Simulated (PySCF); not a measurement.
Compound: C4H7P2Si (charge -1).
SMILES with atom numbers: `[CH3:1][c:2]1[p:3][c:4]([SiH3:5])[cH:6][p-:7]1` (hydrogens: H8, H9, H10 on C1; H11, H12, H13 on Si5; H14 on C6)

Computed with PySCF at PBE0/pcSseg-1, non-relativistic, on one gas-phase PBE0-D3(BJ)/def2-SVP geometry that isn't relaxed in the solvent. The solvent is an IEF-PCM continuum (cavity from Bondi-type radii × 1.2). Only the electrostatic response of the medium enters.

Gas phase at PBE0/pcSseg-1: HOMO -1.18 eV, LUMO 3.93 eV.

Task: What does the continuum do to the energy and the frontier levels at PBE0/pcSseg-1 in benzene and chloroform?

Result: 
```json
{"solvent": "benzene", "ε": "2.271", "E(solvent) − E(gas) (kcal/mol)": "-26.18", "polarisation term (kcal/mol)": "-26.54", "distortion of the solute (kcal/mol)": "0.36", "HOMO (eV)": "-3.46", "LUMO (eV)": "1.71"}
{"solvent": "chloroform", "ε": "4.711", "E(solvent) − E(gas) (kcal/mol)": "-37.61", "polarisation term (kcal/mol)": "-38.54", "distortion of the solute (kcal/mol)": "0.93", "HOMO (eV)": "-4.44", "LUMO (eV)": "0.76"}
```

The polarisation term is half the interaction of the solute with the surface charges that it induces; the rest is the cost of distorting the solute's density. The sum is the electrostatic part of solvation alone. From benzene to chloroform the lowering changes by a factor 1.44, Born's factor 1 − 1/ε by 1.41 and ε itself by 2.1.

Task: Which radius a makes Born's formula ΔE = −(q²/2a)(1 − 1/ε) give the value in chloroform?

Result: a = q²(1 − 1/ε)/(2|ΔE|) = 3.48 Å, with q = -1 e and |ΔE| = 0.0599 Eh; the farthest nucleus lies 3.79 Å from the centroid of the nuclei. The formula assumes a point charge at the centre of a sphere.

Task: Which Mulliken charges (PBE0/pcSseg-1) respond most in benzene (means over atoms taken as equivalent)?

Result: 
| atoms | environment | gas (e) | solvent (e) | change |
| --- | --- | --- | --- | --- |
| P3 | phosphorus bonded to 2 C | +0.258 | +0.229 | -0.029 |
| P7 | phosphorus bonded to 2 C | +0.201 | +0.173 | -0.028 |
| H14 | aromatic hydrogen | +0.066 | +0.085 | +0.019 |
| H8/H9/H10 | methyl hydrogen | +0.093 | +0.107 | +0.014 |
| H11/H12/H13 | Si–H hydrogen | -0.148 | -0.135 | +0.013 |
| C6 | aromatic CH carbon | -0.340 | -0.350 | -0.010 |

Task: Which Mayer bond orders change most in benzene?

Result: 
```json
{"bond": "C4–Si5", "length (Å)": "1.840", "gas": "0.976", "solvent": "0.958", "change": "-0.018"}
{"bond": "C6–P7", "length (Å)": "1.751", "gas": "1.282", "solvent": "1.272", "change": "-0.010"}
{"bond": "C4–C6", "length (Å)": "1.402", "gas": "1.465", "solvent": "1.473", "change": "+0.008"}
{"bond": "Si5–H12", "length (Å)": "1.509", "gas": "0.907", "solvent": "0.914", "change": "+0.007"}
{"bond": "C1–C2", "length (Å)": "1.507", "gas": "1.045", "solvent": "1.038", "change": "-0.007"}
{"bond": "Si5–H11", "length (Å)": "1.509", "gas": "0.907", "solvent": "0.913", "change": "+0.006"}
{"bond": "Si5–H13", "length (Å)": "1.508", "gas": "0.927", "solvent": "0.933", "change": "+0.006"}
{"bond": "P3–C4", "length (Å)": "1.769", "gas": "1.178", "solvent": "1.176", "change": "-0.002"}
```
